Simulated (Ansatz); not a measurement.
## Molecular dynamics of CH7NOSSi2

The input (input.yaml):

```yaml
crystal:
  periodic: [false, false, false]
  atoms:
    - { symbol: O, position_ang: [-1.661371, 0.305699, 0.511601] }
    - { symbol: C, position_ang: [-0.214919, 0.476938, 0.485] }
    - { symbol: S, position_ang: [0.670016, -1.03333, 1.06416] }
    - { symbol: Si, position_ang: [-0.082972, -2.377352, -0.422922] }
    - { symbol: "N", position_ang: [0.188341, 1.835305, 1.122251] }
    - { symbol: Si, position_ang: [0.649866, 1.718921, -0.653857] }
    - { symbol: H, position_ang: [-1.924037, 1.230506, 0.909133] }
    - { symbol: H, position_ang: [-1.507042, -2.651043, -0.272054] }
    - { symbol: H, position_ang: [0.142699, -1.846221, -1.763431] }
    - { symbol: H, position_ang: [0.652384, -3.624686, -0.274249] }
    - { symbol: H, position_ang: [1.056463, 1.635087, 1.727505] }
    - { symbol: H, position_ang: [2.065262, 1.554541, -0.965778] }
    - { symbol: H, position_ang: [-0.01409, 2.740935, -1.452659] }
basis:
  gaussian: { orbitals: STO-3G }
hamiltonian:
  xc: pbe
md:
  timestep: 0.5
  n_steps: 127
  ensemble: nvt_langevin
  temperature: 500.0
  initial_velocities: maxwell_boltzmann
  seed: 158818
  friction: 0.05
```

Run as:

```bash
$ ansatz run input.yaml --threads 1 --pin off --max-ram 2048MiB --backend cpu --events-out ev --progress --plain --runs-dir out
```

It starts from a relaxed structure.

Output, in part (one step line in 3, the closing report, with atoms numbered from 0):

```
md step     0: t =     0.00 fs  T =   461.5 K  F+E_penalty+E_count = -30894.80787439 eV  E_kin = 0.775560 eV  (25 SCF iters)
md step     3: t =     1.50 fs  T =   371.3 K  F+E_penalty+E_count = -30894.69492677 eV  E_kin = 0.623894 eV  (28 SCF iters)
md step     6: t =     3.00 fs  T =   293.5 K  F+E_penalty+E_count = -30894.54924356 eV  E_kin = 0.493169 eV  (28 SCF iters)
md step     9: t =     4.50 fs  T =   301.8 K  F+E_penalty+E_count = -30894.56247319 eV  E_kin = 0.507104 eV  (29 SCF iters)
md step    12: t =     6.00 fs  T =   243.2 K  F+E_penalty+E_count = -30894.50832011 eV  E_kin = 0.408657 eV  (29 SCF iters)
md step    15: t =     7.50 fs  T =   252.2 K  F+E_penalty+E_count = -30894.40445104 eV  E_kin = 0.423842 eV  (30 SCF iters)
md step    18: t =     9.00 fs  T =   266.2 K  F+E_penalty+E_count = -30894.44134281 eV  E_kin = 0.447250 eV  (29 SCF iters)
md step    21: t =    10.50 fs  T =   332.5 K  F+E_penalty+E_count = -30894.49746635 eV  E_kin = 0.558794 eV  (29 SCF iters)
md step    24: t =    12.00 fs  T =   303.3 K  F+E_penalty+E_count = -30894.42531864 eV  E_kin = 0.509603 eV  (30 SCF iters)
md step    27: t =    13.50 fs  T =   317.4 K  F+E_penalty+E_count = -30894.43119648 eV  E_kin = 0.533356 eV  (29 SCF iters)
md step    30: t =    15.00 fs  T =   348.3 K  F+E_penalty+E_count = -30894.50611361 eV  E_kin = 0.585240 eV  (29 SCF iters)
md step    33: t =    16.50 fs  T =   421.9 K  F+E_penalty+E_count = -30894.48336113 eV  E_kin = 0.708906 eV  (30 SCF iters)
md step    36: t =    18.00 fs  T =   397.7 K  F+E_penalty+E_count = -30894.35337973 eV  E_kin = 0.668324 eV  (29 SCF iters)
md step    39: t =    19.50 fs  T =   270.7 K  F+E_penalty+E_count = -30894.26394490 eV  E_kin = 0.454906 eV  (29 SCF iters)
md step    42: t =    21.00 fs  T =   227.4 K  F+E_penalty+E_count = -30894.25432422 eV  E_kin = 0.382127 eV  (29 SCF iters)
md step    45: t =    22.50 fs  T =   284.1 K  F+E_penalty+E_count = -30894.36680153 eV  E_kin = 0.477345 eV  (28 SCF iters)
md step    48: t =    24.00 fs  T =   348.3 K  F+E_penalty+E_count = -30894.41016104 eV  E_kin = 0.585201 eV  (28 SCF iters)
md step    51: t =    25.50 fs  T =   347.4 K  F+E_penalty+E_count = -30894.35809009 eV  E_kin = 0.583718 eV  (28 SCF iters)
md step    54: t =    27.00 fs  T =   414.1 K  F+E_penalty+E_count = -30894.38760346 eV  E_kin = 0.695863 eV  (26 SCF iters)
md step    57: t =    28.50 fs  T =   447.4 K  F+E_penalty+E_count = -30894.45014511 eV  E_kin = 0.751723 eV  (28 SCF iters)
md step    60: t =    30.00 fs  T =   444.0 K  F+E_penalty+E_count = -30894.41689866 eV  E_kin = 0.746147 eV  (29 SCF iters)
md step    63: t =    31.50 fs  T =   375.3 K  F+E_penalty+E_count = -30894.25463093 eV  E_kin = 0.630682 eV  (29 SCF iters)
md step    66: t =    33.00 fs  T =   287.8 K  F+E_penalty+E_count = -30894.09860309 eV  E_kin = 0.483591 eV  (29 SCF iters)
md step    69: t =    34.50 fs  T =   216.2 K  F+E_penalty+E_count = -30894.02794714 eV  E_kin = 0.363363 eV  (29 SCF iters)
md step    72: t =    36.00 fs  T =   291.9 K  F+E_penalty+E_count = -30894.08407995 eV  E_kin = 0.490557 eV  (27 SCF iters)
md step    75: t =    37.50 fs  T =   330.0 K  F+E_penalty+E_count = -30894.14138096 eV  E_kin = 0.554598 eV  (29 SCF iters)
md step    78: t =    39.00 fs  T =   355.7 K  F+E_penalty+E_count = -30894.17320047 eV  E_kin = 0.597695 eV  (28 SCF iters)
md step    81: t =    40.50 fs  T =   443.0 K  F+E_penalty+E_count = -30894.22366634 eV  E_kin = 0.744407 eV  (28 SCF iters)
md step    84: t =    42.00 fs  T =   405.7 K  F+E_penalty+E_count = -30894.24352930 eV  E_kin = 0.681740 eV  (28 SCF iters)
md step    87: t =    43.50 fs  T =   436.4 K  F+E_penalty+E_count = -30894.24201071 eV  E_kin = 0.733329 eV  (28 SCF iters)
md step    90: t =    45.00 fs  T =   568.8 K  F+E_penalty+E_count = -30894.27133400 eV  E_kin = 0.955829 eV  (28 SCF iters)
md step    93: t =    46.50 fs  T =   515.6 K  F+E_penalty+E_count = -30894.23179013 eV  E_kin = 0.866357 eV  (28 SCF iters)
md step    96: t =    48.00 fs  T =   607.1 K  F+E_penalty+E_count = -30894.19904577 eV  E_kin = 1.020165 eV  (29 SCF iters)
md step    99: t =    49.50 fs  T =   621.7 K  F+E_penalty+E_count = -30894.25346156 eV  E_kin = 1.044704 eV  (29 SCF iters)
md step   102: t =    51.00 fs  T =   506.5 K  F+E_penalty+E_count = -30894.21453918 eV  E_kin = 0.851182 eV  (29 SCF iters)
md step   105: t =    52.50 fs  T =   360.3 K  F+E_penalty+E_count = -30894.11974475 eV  E_kin = 0.605423 eV  (29 SCF iters)
md step   108: t =    54.00 fs  T =   313.8 K  F+E_penalty+E_count = -30894.02757806 eV  E_kin = 0.527315 eV  (29 SCF iters)
md step   111: t =    55.50 fs  T =   457.4 K  F+E_penalty+E_count = -30894.02867718 eV  E_kin = 0.768635 eV  (27 SCF iters)
md step   114: t =    57.00 fs  T =   437.4 K  F+E_penalty+E_count = -30894.05524886 eV  E_kin = 0.734937 eV  (29 SCF iters)
md step   117: t =    58.50 fs  T =   396.6 K  F+E_penalty+E_count = -30894.06530616 eV  E_kin = 0.666464 eV  (29 SCF iters)
md step   120: t =    60.00 fs  T =   485.5 K  F+E_penalty+E_count = -30893.99358800 eV  E_kin = 0.815831 eV  (29 SCF iters)
md step   123: t =    61.50 fs  T =   539.4 K  F+E_penalty+E_count = -30894.09311178 eV  E_kin = 0.906341 eV  (28 SCF iters)
md step   126: t =    63.00 fs  T =   661.1 K  F+E_penalty+E_count = -30894.15445730 eV  E_kin = 1.110895 eV  (28 SCF iters)
md step   127: t =    63.50 fs  T =   716.1 K  F+E_penalty+E_count = -30894.12555758 eV  E_kin = 1.203321 eV  (27 SCF iters)
Total energy: -30894.12558371 eV, -1135.3381744109 hartree
Atom 0 at    -1.672711     0.396752     0.694727 Å, force     0.009036     0.841435    -0.446466 eV/Å
Atom 1 at    -0.254484     0.580049     0.379959 Å, force     0.460664    -1.145610     1.067115 eV/Å
Atom 2 at     0.740588    -1.006176     0.965781 Å, force    -0.922586     0.571535    -1.249217 eV/Å
Atom 3 at    -0.003001    -2.421974    -0.545265 Å, force    -2.164464     3.376361    -0.446473 eV/Å
Atom 4 at     0.208283     1.945326     0.928581 Å, force     0.661075    -0.241270     1.751238 eV/Å
Atom 5 at     0.749685     1.709760    -0.755273 Å, force     0.665841    -1.186334    -0.649955 eV/Å
Atom 6 at    -1.906808     1.389207     1.011094 Å, force     0.400918    -0.968372    -0.306128 eV/Å
Atom 7 at    -1.517269    -2.268802    -0.549663 Å, force     1.316106    -0.507904     0.101407 eV/Å
Atom 8 at     0.352526    -2.288769    -1.964222 Å, force     0.238045     0.525476     0.267710 eV/Å
Atom 9 at     0.443174    -3.681000    -0.273751 Å, force     0.672926    -2.544365     1.014439 eV/Å
Atom 10 at     0.987320     1.759597     1.678241 Å, force    -0.534412     0.347715    -0.667921 eV/Å
Atom 11 at     2.145683     1.216413    -0.991194 Å, force    -0.800626     0.479649    -0.074286 eV/Å
Atom 12 at     0.197271     2.660715    -1.679945 Å, force    -0.002524     0.451684    -0.361463 eV/Å
Dipole moment:     0.279185     0.191538    -0.205543 e Å
```

All steps were run. The mean temperature of the second half is 13 % below the set value. A run of 0.064 ps of so small a system gives no equilibrium averages. Limits of this set-up: minimal basis.

The same pairs are bonded in the first frame and the last. Pairs count as bonded within 1.25 times the sum of covalent radii (0.12 Å more for H–H).

Last frame:

```xyz
13
Properties=species:S:1:pos:R:3
O -1.673 0.397 0.695
C -0.255 0.580 0.380
S 0.741 -1.006 0.966
Si -0.003 -2.422 -0.545
N 0.208 1.945 0.929
Si 0.750 1.710 -0.755
H -1.907 1.389 1.011
H -1.517 -2.269 -0.550
H 0.352 -2.289 -1.964
H 0.443 -3.681 -0.274
H 0.987 1.760 1.678
H 2.146 1.216 -0.991
H 0.197 2.661 -1.680
```

Run time: 7.9 min on 1 thread of Arm Neoverse V1, on a shared host, peak memory 0.1 GiB.
